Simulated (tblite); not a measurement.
Compound: C7H14N2Si.
Atom-mapped SMILES: `[CH2:1]=[CH:2]/[C:3]([CH3:4])=[N:5]\[C@H:6]([SiH3:7])/[CH:8]=[N:9]\[CH3:10]` (hydrogens: H11, H12 on C1; H13 on C2; H14, H15, H16 on C4; H17 on C6; H18, H19, H20 on Si7; H21 on C8; H22, H23, H24 on C10)

Structure optimised with GFN2-xTB, isolated species.

Q: What internal coordinates does the optimisation give?

A: 
```json
{"bond": "C1=C2", "length (Å)": "1.329"}
{"bond": "C2–C3", "length (Å)": "1.463"}
{"bond": "C3–C4", "length (Å)": "1.502"}
{"bond": "C3=N5", "length (Å)": "1.272"}
{"bond": "N5–C6", "length (Å)": "1.415"}
{"bond": "C6–Si7", "length (Å)": "1.932"}
{"bond": "C6–C8", "length (Å)": "1.491"}
{"bond": "C8=N9", "length (Å)": "1.257"}
{"bond": "N9–C10", "length (Å)": "1.434"}
{"bond": "C1–H11", "length (Å)": "1.076"}
{"bond": "C1–H12", "length (Å)": "1.078"}
{"bond": "C2–H13", "length (Å)": "1.083"}
{"bond": "C4–H14, C4–H15, C4–H16", "length (Å)": "1.088"}
{"bond": "C6–H17", "length (Å)": "1.099"}
{"bond": "Si7–H18, Si7–H19, Si7–H20", "length (Å)": "1.461"}
{"bond": "C8–H21", "length (Å)": "1.085"}
{"bond": "C10–H22, C10–H23, C10–H24", "length (Å)": "1.093"}
```

Bonds in one row agree within 0.01 Å and their mean is given. A selection of angles:
```json
{"angle": "C1–C2–C3", "degrees": "125.2"}
{"angle": "C2–C3–C4", "degrees": "117.9"}
{"angle": "C2–C3–N5", "degrees": "126.3"}
{"angle": "C4–C3–N5", "degrees": "115.8"}
{"angle": "C3–N5–C6", "degrees": "126.4"}
{"angle": "N5–C6–Si7", "degrees": "104.2"}
{"angle": "N5–C6–C8", "degrees": "109.0"}
{"angle": "Si7–C6–C8", "degrees": "107.5"}
{"angle": "C6–C8–N9", "degrees": "130.2"}
{"angle": "C8–N9–C10", "degrees": "123.3"}
```

Dihedral angles: C1–C2–C3–C4 7° (synperiplanar); C2–C3–N5–C6 1° (synperiplanar); C3–N5–C6–Si7 -100° (anticlinal); N5–C6–C8–N9 -159° (antiperiplanar); C6–C8–N9–C10 -1° (synperiplanar).

Si7 (SiH3 silicon) is tetrahedral (angles from 106.3° to 111.9°). Of the pairs four or more bonds apart, H13···H17 is among the closest relative to their van der Waals radii: 2.08 Å, 86 % of the sum of Bondi's values. N5 (imine nitrogen) is bent (angle 126.4°). The C–N distances run from 1.257 Å (C8=N9, drawn double) to 1.434 Å (N9–C10, drawn single), a spread of 0.177 Å. The 4 C–C bonds span 1.329 Å (C1=C2, drawn double) to 1.502 Å (C3–C4, drawn single), a spread of 0.173 Å.

Point group: C1 (no symmetry element, even within 0.4 Å). GFN2-xTB frequencies show an imaginary mode (36i cm⁻¹), so the point is no minimum at that level.

These are computed values.
